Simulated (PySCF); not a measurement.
## Dipole response of Tl⁻ (thallium, charge -1)

[Xe] 4f14 5d10 6s2 6p2, high-spin 3P determinant. Computed with PySCF 2.14 in aug-cc-pVQZ-PP with one added diffuse shell each of s, p, d, f, g type with ECP60MDF (8s8p6d4f3g, 117 functions), with scalar relativity through the core potential. Coupled (time-dependent) response in atomic units; α is the mean over directions.

```json
{"method": "UHF", "mean α (bohr³)": "935.6", "α xx, yy, zz": "376.9, 1215, 1214", "C₆ (like pair)": "21370", "S(−4)": "1521000"}
```

S(−4) is the Cauchy moment in α(ω) = α(0) + S(−4) ω² + …

Spin-orbit coupling is absent.

α(iu) at UHF:

```csv
u (hartree),α(iu) (bohr³)
0,935.6
0.0500,301.4
0.100,141.9
0.200,60.02
0.300,35.34
0.500,17.86
0.750,10.45
1.00,7.193
1.50,4.235
2.00,2.857
3.00,1.561
5.00,0.6631
```

A single London oscillator, α(iu) = α/(1 + u²/ω²), gives C₆ = (3/4) ω α². Matching the computed C₆ needs ω = 4 × 21370 / (3 × 935.6²) = 0.0326 hartree.

For an ion, C₆ is the dispersion term alone; charge-induced terms of lower order in 1/R come first.

The components differ because the open shell of this determinant is not spherical; for a pure term their mean is the scalar polarisability.

Energies and moments cover only the electrons outside the core potential. Spin-orbit coupling is strong in this species (close to jj coupling), so the high-spin LS determinant is a model state, not a physical level.
